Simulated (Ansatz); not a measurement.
Ansatz results at the PBE0-D4/def2-TZVP geometry: HOMO–LUMO gap (PBE0/def2-TZVPP) 5.55 eV; LUMO energy (B3LYP/def2-TZVPP) -1.14 eV; size of the dipole moment (PBE/def2-TZVPP) 1.99 D.

Each molecule was computed in one conformer, which needn't be the lowest.

(1) Which molecule gave them?
A. `C[CH2][Sn]([OH])([Br])[N](C)C`
B. `[CH3][Sn]([OH])([F])[Cl]`
C. `N#[C][Sn]([F])([F])[C]#N`
D. `C=[CH][SnH2][Cl]`

Answers

(1) A. The others give `C=[CH][SnH2][Cl]`: 7.25, -1.27, 2.86; `[CH3][Sn]([OH])([F])[Cl]`: 7.70, -1.79, 2.50; `N#[C][Sn]([F])([F])[C]#N`: 8.49, -3.09, 0.52.

B3LYP here is the variant with VWN-RPA as its local correlation; programs differ in this.
